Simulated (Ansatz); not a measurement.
Consider the cleavage of the P–Si bond: `F[SiH]([SiH3])P` + `[SeH][SiH2][SeH]` → `P[Se][SiH2][SeH]` + `F[SiH2][SiH3]`.

Calculated with Ansatz (gas phase, PBE0-D4/def2-TZVP geometries, no zero-point term in ΔE). CCSD(T)/CBS is the MP2 limit (def2-TZVPP, def2-QZVPP) plus CCSD(T) − MP2 in def2-TZVPP, frozen cores. Functionals use def2-TZVPP. B3LYP here is the variant with VWN-RPA as its local correlation; programs differ in this. For Se outer-core shells are correlated without core-valence functions, which leaves a few kJ/mol of doubt a bond. Scalar relativity is left out up to krypton. One conformer a species, not always the lowest.

`F[SiH]([SiH3])P`:

Z-matrix (Å, degrees):
```
Si
Si 1 2.341
P 1 2.251 2 113.7
F 1 1.609 2 108.9 3 120.5
H 1 1.488 2 111.7 3 -120.9
H 2 1.487 1 112.3 3 -178.5
H 2 1.487 1 109.4 3 -56.9
H 2 1.488 1 107.9 3 61.3
H 3 1.423 1 90.8 2 -63.0
H 3 1.421 1 94.7 2 30.5
```

`[SeH][SiH2][SeH]`:

```xyz
7

Se   -0.916    1.677    0.558
Si   -0.486   -0.458   -0.097
Se    1.720   -0.919   -0.398
H    -0.028    1.578    1.724
H    -0.916   -1.459    0.909
H    -1.273   -0.603   -1.345
H     1.898    0.184   -1.351
```

`P[Se][SiH2][SeH]`:

Cartesian coordinates in Å:
```
P -0.771 0.837 1.961
Se 0.242 1.300 -0.019
Si 0.483 -0.904 -0.543
Se 1.179 -1.077 -2.699
H 0.013 1.715 2.754
H -1.831 1.770 1.826
H -0.806 -1.598 -0.312
H 1.557 -1.550 0.251
H -0.065 -0.492 -3.219
```

`F[SiH2][SiH3]`:

Cartesian coordinates in Å:
```
F 2.171 0.644 -0.116
Si 0.850 0.293 0.729
Si -0.887 -0.304 -0.724
H 1.188 -0.821 1.653
H 0.495 1.494 1.531
H -1.214 0.818 -1.643
H -2.088 -0.625 0.095
H -0.515 -1.500 -1.525
```

```tsv
level	ΔE (kJ/mol)	difference from CCSD(T)/CBS
B97M-V	16.6	10.0
PBE0-D4	10.8	4.2
B3LYP-D4	5.3	-1.3
BLYP	5.8	-0.8
BHLYP	4.2	-2.4
HF/def2-SVP	4.7	-1.9
MP2/def2-SVP	9.6	3.0
MP2/def2-TZVPP	3.2	-3.4
SCS-MP2/def2-TZVPP	1.0	-5.6
CCSD/CBS(def2)	6.3	-0.3
CCSD(T)/CBS	6.6	0
```

Largest T1 diagnostic among the species: 0.014.

At CCSD(T), def2-SVP lies +5.7 kJ/mol from the extrapolated value and def2-TZVPP +1.6 kJ/mol. Leaving LDA and LC-ωPBE aside and taking each functional with its dispersion term where it has one, the values, not all of them listed here, spread over 13.6 kJ/mol, from BHLYP-D4 to B97M-V. LDA lies +5.5 kJ/mol from PBE without D4. In def2-TZVPP, CCSD(T) changes the Hartree–Fock value by +8.7 kJ/mol (the triples alone add +0.3 kJ/mol) and MP2 by +3.7 kJ/mol.
